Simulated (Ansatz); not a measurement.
System: BaF, charge 0, doublet. BaF (SMILES [F][Ba], doublet).
B3LYP-D3(BJ)/def2-TZVP minimum from Ansatz (a quantum-chemistry and plane-wave program):
```
Ba
F 1 2.1684
```
Charge 0, spin multiplicity 2.

Total energies in def2-TZVPP, 9 correlated electrons, 5 frozen orbitals. Open shells are spin-unrestricted; no spin-orbit coupling. Cores are frozen in correlated methods (noble-gas shells, and filled d and f shells in the p block). Past Kr the def2 sets carry scalar-relativistic core potentials. The spin of BaF ([F][Ba], doublet) was assumed, and the state is the lowest solution found for it.

```tsv
method	program	energy (Eh)	minus CCSDT(Q) (mEh)
HF	Ansatz	-124.66700	281.53
MP2	Ansatz	-124.94452	4.01
CCSD	Ansatz	-124.94046	8.07
CCSD(T)	Ansatz	-124.94820	0.33
CCSDT(Q)	Ansatz	-124.94853	0.00
```

Rough core times of Ansatz's runs on a shared machine: CCSD(T) under 20 s, CCSDT(Q) 3 min.
